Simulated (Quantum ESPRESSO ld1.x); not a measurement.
Q: The table gives one normalised radial function P(r) = r R(r) of Tl18+ in [Kr] 4d10 4f14 5s2 5p1 (r in bohr). Calculated with ld1.x of Quantum ESPRESSO 7.5: scalar-relativistic Kohn-Sham, LDA (Slater exchange, VWN5 correlation), spin-polarised, spherical densities, point nucleus; open shells are filled with parallel spins first (spin-orbit coupling, left out, can overturn this in heavy ions).

| r | P |
|---|---|
| 0.0008068 | 0.0000 |
| 0.001059 | 0.0000 |
| 0.001379 | 0.0001 |
| 0.001796 | 0.0001 |
| 0.002338 | 0.0003 |
| 0.003069 | 0.0006 |
| 0.003996 | 0.0012 |
| 0.005203 | 0.0025 |
| 0.006775 | 0.0050 |
| 0.008893 | 0.0101 |
| 0.01158 | 0.0200 |
| 0.01508 | 0.0388 |
| 0.01979 | 0.0751 |
| 0.02577 | 0.1377 |
| 0.03356 | 0.2418 |
| 0.0437 | 0.4005 |
| 0.05736 | 0.6204 |
| 0.07469 | 0.8509 |
| 0.09725 | 1.0000 |
| 0.1266 | 0.9143 |
| 0.1662 | 0.4386 |
| 0.2164 | -0.3676 |
| 0.2818 | -1.2159 |
| 0.367 | -1.6798 |
| 0.4817 | -1.5371 |
| 0.6272 | -0.9971 |
| 0.8167 | -0.4496 |
| 1.072 | -0.1248 |
| 1.396 | -0.0203 |
| 1.818 | -0.0016 |
| 2.367 | 0.0000 |

Which n and l does it have? It may be an empty orbital.

A: n = 4, l = 2: the number of nodes gives n - l - 1 = 1, the rise at small r (about r^(l+1), flatter next to the nucleus through relativity) gives l, and the extent must fit the shell. The curve is that of 4d up; the table hardly tells the two spins apart. 4d up: eigenvalue -767.06 eV, 1 radial node at r = 0.194 bohr, <r> = 0.435 bohr, 90 % of the charge inside 0.646 bohr.
